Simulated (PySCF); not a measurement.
# WC: frontier orbitals

PBE0 at R = 1.679 Å; PySCF, spin-free X2C with a Gaussian nucleus, basis sets W x2c-TZVPPall, C x2c-TZVPPall. State: triplet, unpaired electrons σ ↑, δ ↑, a mixture of terms (⟨Lz²⟩ = 5.6). Only the outer orbitals are listed, counted within each symmetry.

| spin | orbital | occ. | ε (eV) | on W (%) | main shells (%) |
| --- | --- | --- | --- | --- | --- |
| α | 14σ | 1 | -14.24 | 38 | 60 C s, 19 W d, 14 W s |
| α | 8π | 1 | -7.62 | 67 | 66 W d, 32 C p |
| α | 8π | 1 | -7.62 | 67 | 66 W d, 32 C p |
| α | 15σ | 1 | -7.17 | 84 | 50 W d, 34 W s, 10 C p |
| α | 4δ | 1 | -7.04 | 100 | 100 W d |
| α | 16σ | 1 | -6.13 | 59 | 43 W s, 28 C p, 13 W p |
| α | 4δ | 0 | -3.58 | 100 | 100 W d |
| α | 9π | 0 | -1.91 | 85 | 74 W p, 15 C p, 12 W d |
| α | 9π | 0 | -1.91 | 85 | 74 W p, 15 C p, 12 W d |
| β | 14σ | 1 | -14.52 | 35 | 64 C s, 17 W d, 12 W s |
| β | 8π | 1 | -7.28 | 55 | 52 W d, 44 C p |
| β | 8π | 1 | -7.28 | 55 | 52 W d, 44 C p |
| β | 15σ | 1 | -6.40 | 41 | 40 C p, 36 W d, 19 C s |
| β | 16σ | 0 | -3.39 | 95 | 79 W s, 10 W d |
| β | 4δ | 0 | -2.60 | 100 | 100 W d |
| β | 4δ | 0 | -2.04 | 100 | 100 W d |

Problem. Which are the highest filled and the lowest empty level, where do they sit, and how wide is the gap?

Solution. Highest filled α 16σ at -6.13 eV (in %: 43 W s, 28 C p, 13 W p); lowest empty α 4δ at -3.58 eV (in %: 100 W d); the gap at PBE0 is 2.55 eV.

```json
{
 "bond order (Mayer)": "3.34",
 "⟨S²⟩": "2.044",
 "charge on W (Mulliken, basis-dependent)": "0.15",
 "charge on W (Löwdin, basis-dependent)": "0.38",
 "dipole moment (positive dipole means W(−)C(+))": "-4.10 D",
 "polarisability along the bond": "79.5 bohr³",
 "polarisability across the bond": "59.6 bohr³"
}
```

Spin–orbit coupling is left out. The state is the lowest single determinant that the PBE0 search found; with open d or f shells the true ground state can be another one.
